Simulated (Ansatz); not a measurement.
Frontier orbitals of `[NH3+][InH3-]`.

Charge 0, multiplicity 1. Correlated methods include outer-core shells of In, which these sets cover unevenly. In takes the def2 core potential. Geometry: relaxed with PBE0-D4/def2-TZVP. Basis def2-TZVPP, Ansatz.

Orbital energies of one run (eV). Highest occupied ones, from the top: -6.08, -6.08, -7.82, -10.34, -13.14, -13.14, -17.41, -17.41, -17.49, -17.49, -17.63, -23.11, -78.20, -78.20. Empty: -1.23, 0.43, 0.71, 0.72, 1.06, 1.96.

(1) Which functional gave them?
A. HSE06 (plane-wave form)
B. LC-ωPBE
C. revPBE
D. CAM-B3LYP

Results:

(1) C. HOMO energies: revPBE -6.08, HSE06 -6.89, LC-ωPBE -10.02, CAM-B3LYP -8.67 eV.

LC-ωPBE has ω = 0.4 bohr⁻¹.
